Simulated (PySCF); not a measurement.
B(H)(vinyl)(OH) (C₂H₅BO), SMILES C=CBO. Atoms are numbered in the order given.

```xyz
9

B      0.4622    -0.6240     0.0000
H      1.6713    -0.5355     0.0000
C     -0.4273     0.6544     0.0000
C      0.1173     1.8801     0.0000
H     -1.5255     0.5838     0.0000
H     -0.4811     2.7978     0.0000
H      1.2056     2.0091     0.0000
O     -0.0397    -1.8799     0.0000
H     -1.0031    -1.9025     0.0000
```
Charge 0, spin multiplicity 1.

Geometry: PBE0-D3(BJ)/def2-SVP. One conformer was computed; it need not be the lowest.

The numbers are results of PySCF with KT2/pcSseg-1, not measurements.

GIAO shieldings, no solvent; atoms listed in one row are averaged. δ = σ(ref) − σ: ¹¹B against BF3 (σ = 89.8 ppm); ¹H against TMS (σ = 31.47 ppm); ¹³C against TMS (σ = 185.1 ppm); ¹⁷O against H2O (σ = 330.4 ppm), references at their B3LYP-D3(BJ)/def2-TZVP geometries, non-relativistic.

### Question
Estimate the chemical shifts. (An estimate is asked for; the answer gives what the named calculation found.)

### Answer

```tsv
nucleus	atoms	count	δ (ppm)
¹¹B	B1	1	29.1
¹H	H6	1	6.74
¹H	H7	1	6.62
¹H	H5	1	6.07
¹H	H9	1	5.36
¹H	H2	1	5.26
¹³C	C4	1	145.9
¹³C	C3	1	138.7
¹⁷O	O8	1	187.2
```
